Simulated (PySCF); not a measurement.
## How the method changes the constants of Zn2

State: ¹Σg⁺ (singlet), closed shell. Set-up: basis Zn def2-TZVPP; no relativity; PySCF 2.14. De refers to Zn + Zn in their ground configurations, without counterpoise correction. Levels whose curve was spin-contaminated or gave no clean fit are not listed.

```tsv
Level	Re (Å)	ωe (cm⁻¹)	De (eV)
RHF-MP2	3.747	25.3	0.042
PBE	3.157	54.2	0.081
PBEsol	2.965	74.4	0.146
r²SCAN	3.050	60.5	0.070
PBE0	3.299	44.5	0.056
r²SCAN0	3.270	41.7	0.044
MN15	3.434	42.4	0.101
```

The bond length runs from 2.965 Å (PBEsol) to 3.747 Å (RHF-MP2). De spans 0.04 eV (RHF-MP2, perturbation theory) to 0.15 eV (PBEsol, GGA).

Correlated steps freeze 10 core orbitals. Closed-shell solutions of metal pairs were not tested for spin polarisation, which can lower them a little. The bond is weak. Basis-set superposition, not corrected here, can be much of De in a small basis, most of all at correlated wavefunction levels. Functionals without a dispersion term scatter widely for such bonds, and LDA overbinds them.

The whole job (state search and all levels along the bond) took about 3.5 min on 2 threads of Intel Xeon 6975P-C (shared host), peak memory 8.1 GiB.
